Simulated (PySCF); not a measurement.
**Electron correlation in Ni²⁺ (nickel, charge +2)**

[Ar] 3d7 4s1, high-spin 5F determinant (an excited configuration). Calculation: PySCF 2.14, in x2c-QZVPPall; scalar relativity by spin-free X2C-1e. Frozen: [Ar]; 8 electrons correlated.

MP2 pair energies summed by pair of shells (mhartree):

```tsv
pair	energy	share (%)
3d-3d	-189.09	89.0
3d-4s	-23.46	11.0
```

Total MP2 correlation energy: -212.55 mhartree.

Same-spin part -95.93 and opposite-spin part -116.62 mhartree; SCS-MP2 scales them by 1/3 and 6/5 to -171.92 mhartree.
